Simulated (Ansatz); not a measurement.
SiH$_{4}$SOF$_{2}$, singlet: at the start structure of a reaction step.

in.yaml

```yaml
crystal:
  periodic: [false, false, false]
  atoms:
    - {symbol: Si, position_ang: [-0.625485, 0.476688, 1.011796]}
    - {symbol: O, position_ang: [0.514953, -0.675055, 0.959460]}
    - {symbol: F, position_ang: [-1.993286, -0.050764, 0.418096]}
    - {symbol: F, position_ang: [-0.934137, 0.856014, 2.520208]}
    - {symbol: H, position_ang: [-0.164195, 1.651265, 0.276468]}
    - {symbol: H, position_ang: [0.845229, -0.938226, -1.478447]}
    - {symbol: S, position_ang: [0.391298, -0.327342, -2.584552]}
    - {symbol: H, position_ang: [0.466877, -1.414667, 1.567800]}
    - {symbol: H, position_ang: [1.498846, 0.422087, -2.690830]}
basis:
  gaussian: {orbitals: def2-SVP}
hamiltonian: {xc: {name: wB97M-V}}
```

Run by:

```bash
ansatz run in.yaml --threads 4 --pin off --events-out ev --progress --plain --max-ram 9574MiB
```

Output of Ansatz 0.2.0:

```
Functional definition: wB97M-V
  name "wB97M-V"
  cite "Mardirossian & Head-Gordon, J. Chem. Phys. 144, 214110 (2016) doi:10.1063/1.4952647"
  cite "Becke, J. Chem. Phys. 107, 8554 (1997) doi:10.1063/1.475007"
  cite "Vydrov & Van Voorhis, J. Chem. Phys. 133, 244103 (2010) doi:10.1063/1.3521275"
  # Of w^i u^j: cxij and so on, Table III.
  parameter omega = 0.3/bohr
  parameter cx = 0.15
  parameter cx01 = 1.007
  parameter cx10 = 0.259
  parameter css00 = 0.443
  parameter css04 = -1.437
  parameter css10 = -4.535
  parameter css20 = -3.390
  parameter css43 = 4.278
  parameter cos00 = 1.000
  parameter cos10 = 1.358
  parameter cos20 = 2.924
  parameter cos21 = -8.812
  parameter cos60 = -1.390
  parameter cos61 = 9.142
  parameter b = 6.0
  parameter c = 0.01
  gx(w, u) = 1 - cx + cx01*u + cx10*w
  gss(w, u) = css00 + css04*u^4 + css10*w + css20*w^2 + css43*w^4*u^3
  gos(w, u) = cos00 + cos10*w + (cos20 + cos21*u)*w^2 + (cos60 + cos61*u)*w^6
  exchange = spin_sum(e_x_unif_sr(omega)*gx(b97_w, b97_u_x)) + cx*exact_x_sr(omega) + exact_x_lr(omega)
  correlation = spin_sum(e_c_pw_mod_same_spin*gss(b97_w, b97_u_same))
      + integral(e_c_pw_mod_opposite_spin*gos(b97_w_opposite, b97_u_opposite)) + vv10(b, c)
919 factors; integrals over basis functions are off by at most 9.8e-4 eV
267 factors; integrals over basis functions are off by at most 9.7e-6 eV
mean field evaluation 1: about -26243.6047 eV, gradient 5.2e1 eV
mean field evaluation 2: about -26244.0192 eV, gradient 5.3e1 eV
mean field evaluation 4: about -26248.3252 eV, gradient 9.9e-1 eV
mean field evaluation 8: about -26248.3791 eV, gradient 8.4e-2 eV
mean field evaluation 16: about -26248.3791 eV, gradient 8.1e-5 eV
mean field -26248.37912133 eV, -964.6101409186 hartree, gradient 8.1e-5 eV, S^2 0.000000; 0 other end points of the search recorded, 0 dependent functions left out
reference -26248.37916039 eV, -964.6101423539 hartree; 30, 30 occupied and 68, 68 virtual orbitals, 919 factors
Total energy: -26248.37916039 eV, -964.6101423539 hartree
```

The lines “mean field evaluation” count trial sets of orbitals through the whole run, from several starts and some on an approximate energy, so they need not fall steadily or lie above the final value.

The run took about 4.1 s on 4 CPU threads of an Arm Neoverse V1 (shared host).
